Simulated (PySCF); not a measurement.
Ga(H)2(NCO) (CH₂GaNO), SMILES C(=[N][GaH2])=O.

Coordinates come from a ωB97X-D3(BJ)/def2-SVP optimisation.

These are TDDFT-ωB97X/def2-SVPD (PySCF) values and carry that method's errors.

Vertical excitations. Gas-phase values at a fixed geometry. State labels are in the subgroup C2v.

| state | symmetry | energy (eV) | λ (nm) | f | main pairs |
|---|---|---|---|---|---|
| S1 | A2 | 5.14 | 241 | 0.000 | HOMO→LUMO 92 % |
| S2 | A1 | 6.34 | 196 | 0.135 | HOMO−1→LUMO 88 % |
| S3 | A2 | 6.51 | 190 | 0.000 | HOMO−2→LUMO 88 % |
| S4 | B2 | 7.55 | 164 | 0.003 | HOMO→LUMO+2 59 %, HOMO→LUMO+1 25 % |
| S5 | B1 | 7.94 | 156 | 0.004 | HOMO−1→LUMO+2 56 %, HOMO−1→LUMO+1 24 % |
| S6 | A2 | 8.01 | 155 | 0.000 | HOMO−1→LUMO+4 62 %, HOMO−1→LUMO+8 26 % |
| S7 | B2 | 8.26 | 150 | 0.170 | HOMO→LUMO+1 42 %, HOMO→LUMO+2 29 %, HOMO→LUMO+3 10 %, HOMO−2→LUMO+2 7 % |
| S8 | B1 | 8.29 | 150 | 0.140 | HOMO−3→LUMO 88 % |
| S9 | A1 | 8.45 | 147 | 0.270 | HOMO→LUMO+4 41 %, HOMO−1→LUMO+9 18 %, HOMO→LUMO+8 12 %, HOMO−1→LUMO+7 10 % |
| S10 | A2 | 8.60 | 144 | 0.000 | HOMO→LUMO+9 41 %, HOMO→LUMO+7 29 % |
| T1 | A2 | 4.96 | 250 | 0 | HOMO→LUMO 86 % |
| T2 | A1 | 5.70 | 218 | 0 | HOMO−1→LUMO 87 % |
| T3 | A2 | 6.25 | 198 | 0 | HOMO−2→LUMO 80 % |
| T4 | A1 | 6.99 | 177 | 0 | HOMO→LUMO+4 50 %, HOMO→LUMO+8 29 % |
Triplets are in the Tamm–Dancoff approximation, which puts them higher than full response would, so one can lie above its singlet here.
